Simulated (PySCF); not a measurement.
C₂H₈N₂O₂Si₂.
InChI=1S/C2H8N2O2Si2/c1-6-2(5)8-3-7-4-8/h3-4,8H,7H2,1H3

Computed with TDDFT CAM-B3LYP/def2-SVPD, vertical, gas phase, core orbitals frozen in the response (PySCF). Isolated species at its GFN2-xTB geometry (one conformer only). GFN2-xTB frequencies show an imaginary mode (23i cm⁻¹), so this geometry is no minimum at that level. Torsions of this conformer, `[CH3:1][O:2][C:3](=[O:4])[SiH:5]1[NH:6][SiH2:7][NH:8]1`: C1–O2–C3–O4 0°, O2–C3–Si5–N6 -49°.

Each state is given a Gaussian of 0.5 eV full width at half maximum, with ε(max) = 2.175×10⁸ f / Δν̃ (Δν̃ the width in cm⁻¹). The width is an assumption, not a result. The curve ends short of the highest state used, and states not computed would add to its high-energy end.

```
λ (nm)  ε (L mol⁻¹ cm⁻¹)
 186.2               213
 190.8                93
 195.3                36
 199.9                22
 204.4                40
 208.9                74
 213.5               111
 218.0               172
 222.6               338
 227.1               645
 231.6              1017
 236.2              1277
 240.7              1278
 245.3              1044
 249.8               723
 254.3               441
 258.9               249
 263.4               145
 268.0                93
 272.5                65
 277.0                46
 281.6                31
 286.1                20
 290.6                12
 295.2                 6
 299.7                 3
 304.3                 1
 308.8                 1
 313.3                 0
 317.9                 0
```

Problem. Locate the maxima and give the states behind the curve.

Solution. 238 nm (5.20 eV), ε about 1300, made up of S2 (100%) (ε in L mol⁻¹ cm⁻¹; maxima over ε = 5, shares over 10%). At its high-energy end, 6.66 eV, the curve is still rising (ε about 210, from S4, S7 and S8). The states used: S1 4.65 eV (f 0.0011); S2 5.20 eV (f 0.024); S3 5.79 eV (f 0.0016); S4 6.70 eV (f 0.0021); S5 6.77 eV (f 0.0004); S6 6.97 eV (f 0.0000); S7 7.04 eV (f 0.0027); S8 7.26 eV (f 0.054).

Problem. What would ε be at 5.20 eV, the highest of these maxima, with half the width (0.25 eV)?

Solution. About 2610 L mol⁻¹ cm⁻¹ against 1310, a factor of about 1.99; a lone state at its own centre would give exactly 2.

Problem. On this curve, what absorbance would a 10⁻⁴ mol/L sample give at 193 nm over a 1 cm path?

Solution. 193 nm is 6.424 eV, where ε is about 60 L mol⁻¹ cm⁻¹, so A = ε c l ≈ 0.006 (Beer–Lambert, with the gas-phase spectrum and the assumed width).
